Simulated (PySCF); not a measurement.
GeH₃I, SMILES [GeH3][I]. Heavy atoms are numbered as in [GeH3:1][I:2]. Hydrogens are named by the atom that carries them.

The structure is a stationary point at PBE0-D3(BJ)/def2-TZVP. The def2 effective core potentials stand for the cores of I; spin–orbit coupling is left out.

These are B3LYP/def2-TZVPD run with PySCF values and carry that method's errors.

Mulliken values depend strongly on the basis, most of all with diffuse functions as here. ESP charges are fitted to the potential on shells at 1.4 to 2.0 van der Waals radii. Atomic charges (e), one atom of each kind:

```csv
atom,Mulliken,ESP fit
Ge1 (GeH3),0.15,-0.01
I2,-0.17,-0.11
H on Ge1,0.01,0.04
```
